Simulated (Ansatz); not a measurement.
Molecule: C3H10Sn (charge 0, singlet). 
Structure (B3LYP-D3(BJ)/def2-TZVP (Ansatz, a program for electronic structure) minimum search):
```
Sn
H 1 1.7241
C 1 2.1633 2 109.40
H 3 1.0894 1 110.25 2 60.10
H 3 1.0894 4 108.84 1 121.05
H 3 1.0898 4 108.85 5 118.50
C 1 2.1633 2 109.40 3 -120.00
H 7 1.0894 1 110.25 2 60.10
H 7 1.0894 8 108.84 1 121.05
H 7 1.0898 8 108.85 9 118.50
C 1 2.1633 2 109.40 3 120.00
H 11 1.0894 1 110.25 2 -60.10
H 11 1.0894 12 108.84 1 -121.05
H 11 1.0898 12 108.85 13 -118.50
```

Wanted: vertical triplet-singlet gap (E(triplet) - E(singlet); each state is the SCF solution reached for its spin; the molecule has degenerate orbitals, so one determinant may break the symmetry), in kJ/mol. Cores are frozen in the correlated levels unless marked. UHF or UKS for open shells. No spin-orbit coupling. Frozen are the shells of the preceding noble gas and the d and f shells that filled before the atom's block. In def2 rows, elements after Kr have scalar-relativistic effective core potentials. CBS marks a two-point X^-3 extrapolation of the correlation energy; Hartree-Fock from the larger set. [CCSD(T)-MP2]/basis is that difference in the basis named.

```json
[
 {"level": "HF/def2-SVPD", "program": "Ansatz", "vertical triplet-singlet gap (kJ/mol)": "654.8"},
 {"level": "HF/def2-QZVPPD", "program": "Ansatz", "vertical triplet-singlet gap (kJ/mol)": "607.6"},
 {"level": "SVWN5/def2-TZVPD", "program": "Ansatz", "vertical triplet-singlet gap (kJ/mol)": "598.7"},
 {"level": "PBE/def2-TZVPD", "program": "Ansatz", "vertical triplet-singlet gap (kJ/mol)": "591.1"}
]
```

Q: Predict the RI-MP2/CBS(def2-TZVPPD,def2-QZVPPD)+[CCSD(T)-MP2]/def2-TZVPPD result (Ansatz).

A: 658.0 kJ/mol, so PBE/def2-TZVPD differs from it by -66.9 kJ/mol.
